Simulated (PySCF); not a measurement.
# Name the molecule from its bond curve

A diatomic of charge 0 contains Na. Its doublet curve at PBE0 in a triple-zeta basis (spin-free X2C with a Gaussian nucleus, PySCF), in eV from the separated fragments:

(R (Å), E (eV)): (3.331, -0.151), (3.486, -0.223), (3.641, -0.262), (3.757, -0.276), (3.873, -0.279), (3.989, -0.275), (4.144, -0.261), (4.338, -0.235), (4.570, -0.199), (4.880, -0.153)

The fit gives ωe = 93.5 cm⁻¹ and the rotational constant Bₑ = 0.06213 cm⁻¹.

Task: Which atom is the partner?

Result: The minimum lies at 3.859 Å, so the reduced mass is 16.8576 u Å² cm⁻¹/(Bₑ·Re²) = 18.22 u. With Na at 22.99 u the partner weighs about 87.8 u: Sr. The molecule is NaSr.

Spin–orbit coupling is left out. The state was picked by a PBE0 search and need not be the measured ground state.
